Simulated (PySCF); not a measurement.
From one molecule to another.

First species: C5H6S.
InChI=1S/C5H6S/c1-5-3-2-4-6-5/h2-4H,1H3

Second species: C₉H₉F.
Structure used (PBE0-D3(BJ)/def2-SVP), in Å, numbered top down from 1:
```xyz
19
C9H9F angstrom
F     -2.3705    2.3300   -0.7445
C     -1.9099    1.1216   -0.4178
C     -2.8134    0.0825   -0.2283
C     -2.3070   -1.1699    0.1095
C     -0.9350   -1.3684    0.2518
C     -0.0320   -0.3150    0.0597
C      1.4250   -0.5516    0.2206
C      2.4405    0.1909   -0.6104
C      2.3214    0.4884    0.8457
C     -0.5412    0.9454   -0.2801
H     -3.8823    0.2666   -0.3468
H     -2.9947   -2.0048    0.2637
H     -0.5537   -2.3574    0.5163
H      1.6728   -1.5912    0.4526
H      2.0588    0.9264   -1.3242
H      3.3109   -0.3668   -0.9651
H      3.1082    0.1440    1.5218
H      1.8525    1.4300    1.1456
H      0.1089    1.8076   -0.4437
```

Levels: wB97X-D/def2-SVPD for dipole moment, HOMO energy, LUMO energy, HOMO–LUMO gap, static isotropic polarisability and electronic spatial extent ⟨r²⟩ about the centre of nuclear charge; TDDFT wB97X-D/def2-SVPD for lowest singlet excitation; TDA wB97X-D/def2-SVPD for lowest triplet excitation (Tamm–Dancoff); ΔSCF wB97X-D/def2-SVPD for vertical ionisation energy; PBE0-D3(BJ)/def2-SVP for rotational constant A and rotational constant C. Geometries: PBE0-D3(BJ)/def2-SVP. Each species is one conformer at its optimised geometry, gas phase, non-relativistic unless stated. Electronic properties by PySCF.

Dipoles, sizes and rotational constants follow the conformer. The torsions of the flexible species, by atom-mapped SMILES:
- `[F:1][c:2]1[cH:3][cH:4][cH:5][c:6]([CH:7]2[CH2:8][CH2:9]2)[cH:10]1`: C5–C6–C7–C8 147°

Values for the first species:

* Dipole moment: 0.73 D
* HOMO energy: -8.37 eV
* LUMO energy: 1.33 eV
* HOMO–LUMO gap: 9.70 eV
* Lowest singlet excitation: 5.62 eV
* Lowest triplet excitation (Tamm–Dancoff): 3.72 eV
* Static isotropic polarisability: 75.1 au
* Vertical ionisation energy: 8.52 eV
* Electronic spatial extent ⟨r²⟩ about the centre of nuclear charge: 633 bohr²
* Rotational constant A: 5.286 GHz
* Rotational constant C: 1.986 GHz

Q: Estimate the same properties for the second species, and the change in each.

A: 
| property | first | second | second less first |
| --- | --- | --- | --- |
| dipole moment | 0.73 D | 1.92 D | +1.19 D |
| HOMO energy | -8.37 eV | -8.59 eV | -0.22 eV |
| LUMO energy | 1.33 eV | 1.20 eV | -0.13 eV |
| HOMO–LUMO gap | 9.70 eV | 9.79 eV | +0.09 eV |
| lowest singlet excitation | 5.62 eV | 5.28 eV | -0.34 eV |
| lowest triplet excitation (Tamm–Dancoff) | 3.72 eV | 4.10 eV | +0.38 eV |
| static isotropic polarisability | 75.1 au | 102.4 au | +27.3 au |
| vertical ionisation energy | 8.52 eV | 8.64 eV | +0.12 eV |
| electronic spatial extent ⟨r²⟩ about the centre of nuclear charge | 633 bohr² | 1566 bohr² | +933 bohr² |
| rotational constant A | 5.286 GHz | 2.484 GHz | -2.802 GHz |
| rotational constant C | 1.986 GHz | 0.716 GHz | -1.270 GHz |

On the first: The polarisability is 11.14 Å³ as a volume (1 au = 0.148185 Å³), or 1.45 au for each of the 52 electrons. The dipole matches unit charges of opposite sign 0.15 Å apart (1 e·Å = 4.8032 D).

On the second: The principal polarisabilities are 70.3, 103.3 and 133.4 au; their mean is the isotropic value. The ΔSCF ionisation energy exceeds −ε(HOMO) by 0.05 eV with wB97X-D.
